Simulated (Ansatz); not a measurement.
Consider the ligand exchange at a B–Se bond: `B[Se][GeH3]` + `CS[SiH2]O` → `BO[SiH2]SC` + `[GeH3][SeH]`.

Calculated with Ansatz (gas phase, PBE0-D4/def2-TZVP geometries, no zero-point term in ΔE). CCSD(T)/CBS adds triple-zeta CCSD(T) − MP2 to the extrapolated MP2 energy (def2 sets, frozen cores). DFT in def2-TZVPP. B3LYP here is the variant with VWN-RPA as its local correlation; programs differ in this. For Ge, Se outer-core shells are correlated without core-valence functions, which leaves a few kJ/mol of doubt a bond. Scalar relativity is left out up to krypton. One conformer a species, not always the lowest.

`B[Se][GeH3]`:

Cartesian coordinates in Å:
```
B -0.072 1.238 -1.364
Se 0.923 1.136 0.256
Ge 0.088 -0.926 1.075
H -0.834 0.378 -1.682
H 0.114 2.205 -2.035
H -1.299 -0.699 1.691
H 1.071 -1.413 2.148
H 0.009 -1.920 -0.090
```

`CS[SiH2]O`:

Cartesian coordinates in Å:
```
C 1.121 -0.195 -1.277
S 1.188 0.721 0.292
Si -0.556 -0.039 1.226
O -1.948 0.341 0.432
H 0.202 0.025 -1.819
H 1.200 -1.268 -1.101
H 1.973 0.132 -1.872
H -0.510 0.532 2.596
H -0.548 -1.520 1.237
H -2.121 1.273 0.286
```

`BO[SiH2]SC`:

```xyz
12

B    -1.983   -0.888   -0.163
O    -1.447   -0.117    0.803
Si    0.095   -0.067    1.417
S     1.229    1.505    0.588
C     1.415    0.875   -1.107
H    -1.310   -1.726   -0.707
H    -3.130   -0.710   -0.458
H    -0.009    0.204    2.866
H     0.738   -1.373    1.119
H     2.110    1.542   -1.615
H     0.463    0.889   -1.637
H     1.828   -0.134   -1.106
```

`[GeH3][SeH]`:

Cartesian coordinates in Å:
```
Ge 0.193 -0.398 0.405
Se -1.291 1.121 -0.617
H 1.477 0.320 0.844
H -0.567 -0.932 1.625
H 0.535 -1.543 -0.559
H -0.347 1.433 -1.698
```

```json
{"level": "r2SCAN-D4", "ΔE (kJ/mol)": "-40.9"}
{"level": "ωB97X-V", "ΔE (kJ/mol)": "-48.4"}
{"level": "ωB97M-V", "ΔE (kJ/mol)": "-48.7"}
{"level": "B2PLYP", "ΔE (kJ/mol)": "-47.2"}
{"level": "B3LYP", "ΔE (kJ/mol)": "-49.9"}
{"level": "MP2/def2-TZVPP", "ΔE (kJ/mol)": "-39.4"}
{"level": "CCSD(T)/def2-TZVPP", "ΔE (kJ/mol)": "-43.3"}
{"level": "SCS-MP2/def2-QZVPP", "ΔE (kJ/mol)": "-45.1"}
```

Question: What does CCSD(T)/CBS give? (An estimate is asked.)

Answer: The calculation gave: -41.1 kJ/mol. The listed levels differ from it by 0.2, -7.3, -7.6, -6.1, -8.8, 1.7, -2.2, -4.0 kJ/mol.

Largest T1 diagnostic among the species: 0.013.

In def2-TZVPP, CCSD(T) changes the Hartree–Fock value by +19.5 kJ/mol (the triples alone add +3.3 kJ/mol) and MP2 by +23.4 kJ/mol. From PBE to PBE0 (25 % exact exchange), in def2-TZVPP and without D4, ΔE moves by −3.7 kJ/mol.

CCSD(T)/CBS has its own doubt, a few kJ/mol and more with outer-core shells, so smaller differences from it don't rank the levels.
